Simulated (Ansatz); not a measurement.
`N=C(N)BCl`, relaxed with RKS PBE-D4/def2-SVP in the Gaussian-basis code of Ansatz from a rough embedded geometry. The force threshold is 0.03 eV/Å; the program also tests the step.

Charge 0, multiplicity 1.

Start:

```xyz
9

N     0.816    0.097   -1.323
C     0.022   -0.048   -0.304
N    -1.196   -0.731   -0.525
B     0.370    0.440    1.087
Cl    1.886    1.421    1.511
H     1.768    0.659   -1.178
H    -1.863   -0.953    0.215
H    -1.389   -1.139   -1.525
H    -0.413    0.255    2.042
```

Problem. How much energy does the relaxation release, and in how many steps? (Estimate.)

Solution. The calculation gave: 53.80 kJ/mol, in 9 steps.

Problem. Which bonds change most? (An estimate is asked.)

Solution. Computed: B4–Cl5 from 1.855 to 1.753 Å; N1–H6 from 1.115 to 1.033 Å; N3–H8 from 1.097 to 1.022 Å; C2–B4 from 1.514 to 1.579 Å.

Problem. Give the relaxed structure. (Estimate.)

Solution. The calculation gave: 
```xyz
9

N     0.855    0.082   -1.383
C     0.041   -0.046   -0.373
N    -1.188   -0.644   -0.551
B     0.327    0.458    1.096
Cl    1.788    1.367    1.433
H     1.689    0.600   -1.064
H    -1.722   -0.957    0.256
H    -1.377   -1.093   -1.449
H    -0.412    0.234    2.035
```
